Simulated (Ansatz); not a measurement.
The pair A = AsH3 (SMILES [AsH3]) (first 4 atoms), B = HI (SMILES I); geometry from B3LYP-D3(BJ)/def2-TZVP.
(charge 0, multiplicity 1):
```xyz
6

As     0.03279     0.58395     0.37226
H     -0.77308     1.77910    -0.11563
H     -0.22603    -0.21642    -0.89589
H      1.34540     1.14822    -0.15169
I     -0.39162    -1.06993     4.34974
H     -0.23285    -0.45015     2.85377
```

Frozen-core correlation. Filled d and f shells under p-block atoms count as core.

Run with Ansatz (a quantum-chemistry and plane-wave program) with Gaussian orbitals. Each number belongs to the level named beside it. In def2 rows elements past Kr take small-core potentials, without spin–orbit coupling.

Total energies (hartree), monomers frozen at their geometry in the pair:

```csv
structure,HF/def2-TZVPPD,CCSD(T)/def2-SVPD,CCSD(T)/def2-TZVPPD
AB,-2533.1734246,-2533.1853407,-2533.5440496
A in the pair's basis,-2235.9321573,-2235.8171960,-2236.1232084
B in the pair's basis,-297.2425945,-297.3666814,-297.4189916
A,-2235.9319757,-2235.8159918,-2236.1227619
B,-297.2425587,-297.3657994,-297.4186473
```

Work out the interaction energy without and with the counterpoise correction, and the superposition error, for each level.


E(AB) − E(A) − E(B), times 627.509 kcal/mol, with the monomers in their own basis and then in the pair's basis:
- HF/def2-TZVPPD: 0.70 uncorrected, 0.83 corrected; the monomers gain 0.14 kcal/mol from borrowed functions
- CCSD(T)/def2-SVPD: -2.23 uncorrected, -0.92 corrected; the monomers gain 1.31 kcal/mol from borrowed functions
- CCSD(T)/def2-TZVPPD: -1.66 uncorrected, -1.16 corrected; the monomers gain 0.50 kcal/mol from borrowed functions
